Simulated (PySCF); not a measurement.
(GeH3)2PPF2, F2Ge2H6P2.
Geometry (PBE0-D3(BJ)/def2-SVP, Å), atoms numbered from 1 in this order:
```
atom  x, y, z in Å
F1     2.7246   -1.3787    1.2494
P2     1.1104   -1.3695    1.2579
F3     0.8596   -2.8742    0.7151
P4     0.7971   -0.3462   -0.7000
Ge5   -1.4962   -0.7851   -0.6477
Ge6    0.6817    1.7910    0.2321
H7    -2.2219    0.4201   -1.2673
H8    -1.9760   -0.9941    0.8036
H9    -1.7560   -2.0553   -1.4680
H10    0.0814    1.7574    1.6519
H11   -0.2024    2.6435   -0.6916
H12    2.1049    2.3671    0.2859
```

The calculation used core-valence-separated Tamm–Dancoff BHandHLYP/aug-pcX-1 (pcseg-1 on H, def2-SVPD on P, def2-SVPD on Ge) in PySCF, non-relativistic, gas phase, PBE0-D3(BJ)/def2-SVP geometry. The energies are unshifted.

Task: List the fluorine K-edge absorption lines.

Result: 
```
E (eV)       f  core hole on  main final orbital
684.41  0.0230            F3         LUMO (59 %)
684.52  0.0224            F1         LUMO (51 %)
685.47  0.0109            F1       LUMO+1 (44 %)
685.64  0.0094            F3       LUMO+1 (51 %)
686.73  0.0098            F1       LUMO+1 (31 %)
686.84  0.0102            F3       LUMO+6 (33 %)
687.33  0.0055            F3       LUMO+2 (46 %)
687.43  0.0050            F1       LUMO+3 (56 %)
687.62  0.0008            F3       LUMO+3 (54 %)
687.70  0.0001            F1       LUMO+2 (79 %)
688.01  0.0022            F3       LUMO+4 (34 %)
```

The first line with a tenth or more of the strongest one's intensity is at 684.41 eV (f = 0.023), with the hole on F3 (phosphorus-bound fluorine). It is also the strongest listed.

Roots within 0.03 eV whose holes lie on the same, on equivalent or on shared atoms are summed into one line, and the highest roots are left out, as the search may have cut off their partners. Final orbitals are the ground state's empty Kohn–Sham orbitals.

Task: What is the summed oscillator strength of the listed F K lines, and their intensity-weighted mean energy?

Result: Σf = 0.099 over 11 lines from 684.41 to 688.01 eV; the weighted mean is 685.57 eV. The strongest line holds 23 % of the sum.

The ionisation thresholds weren't computed; near and above them a finite basis only mimics Rydberg series and continuum. The BHandHLYP/aug-pcX-1 (pcseg-1 on H, def2-SVPD on P, def2-SVPD on Ge) calculation is non-relativistic and has no spin–orbit coupling, an omission that weighs most on germanium.

One conformer stands for the species.
